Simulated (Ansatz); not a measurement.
Reaction (isomerisation): `BOC=C` → `BC1CO1`

Gas-phase electronic energies from Ansatz, PBE0-D4/def2-TZVP geometries. CBS: MP2 limit from def2 TZ/QZ plus the TZ coupled-cluster correction, frozen cores. Functionals use def2-TZVPP. B3LYP here is the variant with VWN-RPA as its local correlation; programs differ in this. HSE06 is defined as in plane-wave codes. Each species was taken in one conformer, which may not be the lowest.

| level | ΔE (kcal/mol) | difference from CCSD(T)/CBS |
| --- | --- | --- |
| B97M-V | 44.5 | -2.6 |
| B3LYP-D4 | 48.6 | 1.5 |
| r2SCAN0-D4 | 44.5 | -2.6 |
| ωB97X-V | 43.2 | -3.9 |
| ωB97M-V | 45.8 | -1.3 |
| PBE | 43.2 | -3.9 |
| BLYP | 49.1 | 2.0 |
| r2SCANh | 44.5 | -2.6 |
| HSE06 | 43.2 | -3.9 |
| BHLYP | 49.3 | 2.2 |
| MP2/def2-SVP | 48.4 | 1.3 |
| HF/def2-TZVPP | 51.0 | 3.9 |
| HF/def2-QZVPP | 51.2 | 4.1 |
| SCS-MP2/def2-QZVPP | 46.3 | -0.8 |
| MP2/CBS(def2) | 45.5 | -1.6 |
| CCSD/CBS(def2) | 47.3 | 0.2 |
| CCSD(T)/CBS | 47.1 | 0 |

Largest T1 diagnostic among the species: 0.014.

In def2-TZVPP, CCSD(T) changes the Hartree–Fock value by −4.2 kcal/mol (the triples alone add −0.2 kcal/mol) and MP2 by −5.8 kcal/mol. At CCSD(T), def2-SVP lies +2.8 kcal/mol from the extrapolated value and def2-TZVPP −0.3 kcal/mol.
